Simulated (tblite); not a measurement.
Compound: C4H13B2FGe.
Atom-mapped SMILES: `[CH3:1][CH2:2][Ge@@H:3]([CH3:4])[BH:5][CH2:6][BH:7][F:8]` (hydrogens: H9, H10, H11 on C1; H12, H13 on C2; H14 on Ge3; H15, H16, H17 on C4; H18 on B5; H19, H20 on C6; H21 on B7)

Computed with GFN2-xTB (tblite), gas phase: L-BFGS steps from a force-field or distance-geometry start until the largest atomic force falls under 0.01 eV/Å.

At the end of the run (lengths in Å): B7–F8 1.318, C2–Ge3 2.007, Ge3–B5 2.024, Ge3–C4 1.984, C2–H13 1.090, C4–H15 1.086, C4–H16 1.087, B5–C6–B7 104.3°, C4–Ge3–B5 117.1°, C2–Ge3–C4 105.6°, C2–Ge3–B5 109.3°, C1–C2–Ge3–C4 173°, C2–Ge3–B5–C6 -86°, Ge3–B5–C6–B7 -91°, H14–Ge3–C4–H15 53°, H21–B7–C6–B5 -104°.

**Question.** These geometries were met on the way; a selection of coordinates is given. Order them by energy above the end point, lowest first.
A. B7–F8 1.322, C2–Ge3 2.022, Ge3–B5 1.969, Ge3–C4 1.973, C2–H13 1.090, C4–H15 1.082, C4–H16 1.084, B5–C6–B7 117.0°, C4–Ge3–B5 110.0°, C2–Ge3–C4 105.6°, C2–Ge3–B5 105.3°, C1–C2–Ge3–C4 137°, C2–Ge3–B5–C6 -66°, Ge3–B5–C6–B7 -134°, H14–Ge3–C4–H15 104°, H21–B7–C6–B5 -146°
B. B7–F8 1.321, C2–Ge3 2.011, Ge3–B5 2.030, Ge3–C4 1.990, C2–H13 1.090, C4–H15 1.086, C4–H16 1.087, B5–C6–B7 111.8°, C4–Ge3–B5 115.0°, C2–Ge3–C4 107.1°, C2–Ge3–B5 109.3°, C1–C2–Ge3–C4 145°, C2–Ge3–B5–C6 -74°, Ge3–B5–C6–B7 -117°, H14–Ge3–C4–H15 90°, H21–B7–C6–B5 -119°
C. B7–F8 1.442, C2–Ge3 1.923, Ge3–B5 2.036, Ge3–C4 1.938, C2–H13 1.128, C4–H15 1.118, C4–H16 1.113, B5–C6–B7 111.8°, C4–Ge3–B5 105.5°, C2–Ge3–C4 110.3°, C2–Ge3–B5 107.4°, C1–C2–Ge3–C4 137°, C2–Ge3–B5–C6 -62°, Ge3–B5–C6–B7 -144°, H14–Ge3–C4–H15 113°, H21–B7–C6–B5 -157°
D. B7–F8 1.319, C2–Ge3 2.020, Ge3–B5 2.022, Ge3–C4 1.995, C2–H13 1.091, C4–H15 1.086, C4–H16 1.087, B5–C6–B7 115.9°, C4–Ge3–B5 113.9°, C2–Ge3–C4 105.5°, C2–Ge3–B5 106.9°, C1–C2–Ge3–C4 137°, C2–Ge3–B5–C6 -69°, Ge3–B5–C6–B7 -130°, H14–Ge3–C4–H15 93°, H21–B7–C6–B5 -140°
E. B7–F8 1.365, C2–Ge3 1.968, Ge3–B5 2.008, Ge3–C4 1.960, C2–H13 1.096, C4–H15 1.093, C4–H16 1.097, B5–C6–B7 112.3°, C4–Ge3–B5 106.6°, C2–Ge3–C4 108.2°, C2–Ge3–B5 107.0°, C1–C2–Ge3–C4 137°, C2–Ge3–B5–C6 -62°, Ge3–B5–C6–B7 -141°, H14–Ge3–C4–H15 110°, H21–B7–C6–B5 -155°

**Answer.** B (0.139 eV), D (0.230 eV), A (0.372 eV), E (0.659 eV), C (1.063 eV).

```tsv
step	E above end (eV)	rms distance from the end, all atoms (Å)	largest force (eV/Å)	rms shift of all bonds from the end (Å)
49	0.139	0.560	0.179	0.003
21	0.230	0.738	0.140	0.004
4	0.372	0.767	0.444	0.014
1	0.659	0.775	1.637	0.018
0	1.063	0.779	3.047	0.040
```

Rows stand in the order of the answer.
